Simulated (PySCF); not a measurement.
## How methods differ on the ionisation energy of Sc⁺

Sc⁺ [Ar] 3d1 4s1 (3D) → Sc²⁺ [Ar] 3d1 (2D), as a difference of total energies. All numbers are calculated (PySCF 2.14, no relativity, point nucleus, in 6-31G* (5s4p2d1f, 34 functions)). Correlated levels: valence: [Ar] frozen. The calculations carry no spin-orbit coupling.

```json
{"method": "UHF", "ionisation energy (eV)": "12.159"}
{"method": "PBE", "ionisation energy (eV)": "12.962"}
{"method": "B3LYP", "ionisation energy (eV)": "12.989"}
{"method": "MP2 (valence)", "ionisation energy (eV)": "12.197"}
{"method": "SCS-MP2 (valence)", "ionisation energy (eV)": "12.172"}
```

**Question.** How much does correlation contribute at MP2 (valence)?

**Answer.** 12.197 − (12.159) = 0.038 eV, measured against UHF.

These non-relativistic numbers lack the scalar-relativistic shift.

The reference lies between the lowest fine-structure levels, while these numbers refer to the centres of the terms.

Errors of the correlated levels include the incompleteness of this basis and the frozen core.

For comparison: 12.800 eV (measured; NIST Atomic Spectra Database, ionization energies).
